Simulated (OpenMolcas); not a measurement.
**Ir5+: effect of the basis set**

```
Program             : OpenMolcas 26.06
Method              : RASSCF
Active space        : 10 electrons in 8 orbitals (RAS1 5p, at most 2 holes; RAS2 5d)
State averaging     : 2S+1 = 5 even, 5 roots; 2S+1 = 3 even, 45 roots; 2S+1 = 1 even, 50 roots
Spin-orbit coupling : state interaction with AMFI integrals over the reference wave functions, term energies averaged over their components
```

A. ANO-R2 [8s6p5d3f1g], X2C, finite nucleus; cost roughly 60 core-seconds
B. ANO-RCC-VTZP [8s7p5d3f1g], DKH2, point nucleus; cost of the order of 80 core-seconds
C. ANO-RCC-VQZP [9s8p6d4f2g1h], DKH2, point nucleus; cost of the order of 60 core-seconds

Energies in cm-1 above 5d4 5D0.

```tsv
Level	A	B	C
5d4 5D0 [62 %]	0.0	0.0	0.0
5d4 5D1	5629	5884	5506
5d4 5D2	10490	10884	10291
5d4 5D3	14257	14696	14027
5d4 5D4 [67 %]	16778	17151	16571
5d4 3H4 [54 %]	27067	27285	26935
5d4 3G3 [59 %]	31594	31783	31469
5d4 3F2(1) [68 %]	32180	32333	32064
5d4 3P1(1)	32367	32687	32173
5d4 3H5	33802	34086	33641
5d4 3H6 [75 %]	36849	37145	36677
5d4 3G4 [51 %]	39322	39666	39117
5d4 3G5	48554	49055	48276
5d4 3D1	50092	50483	49854
5d4 1I6 [75 %]	51831	52246	51595
5d4 1S0(1) [74 %]	56007	56358	55771
5d4 1F3 [59 %]	61090	61377	60887
5d4 3P2(2) [68 %]	64035	64144	63900
5d4 3F4(2) [52 %]	67994	68296	67768
5d4 3F2(2) [55 %]	71447	71802	71202
5d4 3F3(2)	71892	72156	71685
5d4 3P1(2)	72430	72682	72224
5d4 3P0(2)	76096	76351	75879
5d4 1G4(2)	77239	77412	77054
```

Among A to C the level of the table that moves most is 5d4 3G5, by 780 cm-1 (lowest in C, highest in B).

Without dynamic correlation excited terms often stand tens of per cent too high (terms of higher spin than the ground term too low), and those without a measured partner can miss by more than the paired ones. Active for correlation alone: 5p; no level in the range computed is led by a configuration that opens it, so any true level of that kind is missing. Levels of configurations outside the active space are missing. Levels that lie high or do not pair safely by name in every column are left out.

A share in square brackets marks a mixed level and gives the weight of the term that names it, the lowest over the columns. A number in round brackets counts repeated terms of one configuration in the order of the reference energies.
